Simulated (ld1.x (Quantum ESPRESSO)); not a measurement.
Building the TM potential for Li (LDA (PZ), scalar-relativistic).

ld1.x (Quantum ESPRESSO) 7.5 was run on this input:

```
&input
   title='Li', zed=3., rel=1, dft='PZ', iswitch=3,
   config='[He] 2s1 2p0',
   nld=2, rlderiv=4.55, eminld=-6.0, emaxld=5.0, deld=0.02
 /
 &inputp
   pseudotype=2, tm=.true., lloc=1,
   nlcc=.false.,
   file_pseudopw='Li.UPF', file_wfcaegen='ae.wfc', file_wfcncgen='nc.wfc', file_beta='beta', file_chi='chi'
 /
2
1S  1  0   2.00   0.00  0.35  0.35  0.0
2P  2  1   0.00   0.00  4.20  4.20  0.0
 &test
   configts(1)='1s2 2s1 2p0'
 /
```

Command:

```bash
ld1.x < Li.in > Li.out
```

The program printed (shortened: banner, matrices, multipoles, cross overlaps and the repeated all-electron block are left out):

```
Program LD1 v.7.5
     --------------------------- All-electron run ----------------------------

     Li
     scalar relativistic calculation

     atomic number is  3.00
     dft =PZ   lsd =0 sic =0 latt =0  beta=0.20 tr2=1.0E-14
     Exchange-correlation= PZ
                           (   1   1   0   0   0   0   0)
     mesh =1017 r(mesh) =  99.62247 a.u. xmin = -7.00 dx = 0.01250
     1 Ry =  13.60569312 eV, c = 137.03599908

     n l     nl                  e(Ry)          e(Ha)          e(eV)
     1 0     1S 1( 2.00)        -3.7559        -1.8779       -51.1013
     2 0     2S 1( 1.00)        -0.2114        -0.1057        -2.8768
     2 1     2P 1( 0.00)        -0.0829        -0.0415        -1.1282

     final scf error:  4.7E-15 reached in  14 iterations

     Etot =     -14.669720 Ry,      -7.334860 Ha,    -199.591708 eV

     Ekin =      14.477654 Ry,       7.238827 Ha,     196.978513 eV
     Encl =     -33.827029 Ry,     -16.913514 Ha,    -460.240172 eV
     Eh   =       7.982512 Ry,       3.991256 Ha,     108.607605 eV
     Exc  =      -3.302857 Ry,      -1.651428 Ha,     -44.937653 eV

     normalization and overlap integrals

     s(1S/1S) =  1.000000  <r> =   0.5887  <r2> =    0.4765  r(max) =   0.3638
     s(2S/2S) =  1.000000  <r> =   3.9312  <r2> =   18.4427  r(max) =   3.1233
     s(2P/2P) =  1.000000  <r> =   5.0086  <r2> =   30.9523  r(max) =   3.9114

     ------------------------ End of All-electron run ------------------------

     --------------------- Generating NC pseudopotential ---------------------

      Generating local pot.: lloc=1, matching radius rcloc =   4.2000

      Wfc   1S  rcut= 0.350  Using Troullier-Martins method

       Warning: n=1, l=0 expected 0 nodes, found 1
       Setting wfc to zero for this iteration
       (This warning will only be printed once per wavefunction)

     ------------------- End of pseudopotential generation -------------------

     Computing logarithmic derivative in   4.57294
     Computing logarithmic derivative in   4.57294
     Computing the partial wave expansion
     R is outside the sphere for l=    0 j= 0.00
       no projector for channel:   1

     ---------------------- Testing the pseudopotential ----------------------

     Li
     scalar relativistic calculation

     atomic number is  3.00   valence charge is  3.00
     dft =PZ   lsd =0 sic =0 latt =0  beta=0.20 tr2=1.0E-14
     mesh =1017 r(mesh) =  99.62247 xmin = -7.00 dx = 0.01250

     n l     nl             e AE (Ry)        e PS (Ry)    De AE-PS (Ry)
     1 0     1S   1( 2.00)       -3.75588       -3.75615        0.00027
     2 0     2S   1( 1.00)       -0.21144       -0.22726        0.01582  !
     2 1     2P   1( 0.00)       -0.08292       -0.08292       -0.00000

     eps = 8.3E-15  iter = 17

     Etot =     -14.669720 Ry,      -7.334860 Ha,    -199.591708 eV
     Etotps =   -14.733854 Ry,      -7.366927 Ha,    -200.464294 eV

     Ekin =      14.204460 Ry,       7.102230 Ha,     193.261527 eV
     Encl =     -15.279470 Ry,      -7.639735 Ha,    -207.887774 eV
     Ehrt =       8.031258 Ry,       4.015629 Ha,     109.270835 eV
     Ecxc =      -3.306591 Ry,      -1.653296 Ha,     -44.988465 eV
     Epseu=     -18.383511 Ry,      -9.191756 Ha,    -250.120416 eV

     ---------------------- End of pseudopotential test ----------------------
```

Generation and configuration tests took about 0.61 s on one core of a shared server CPU.
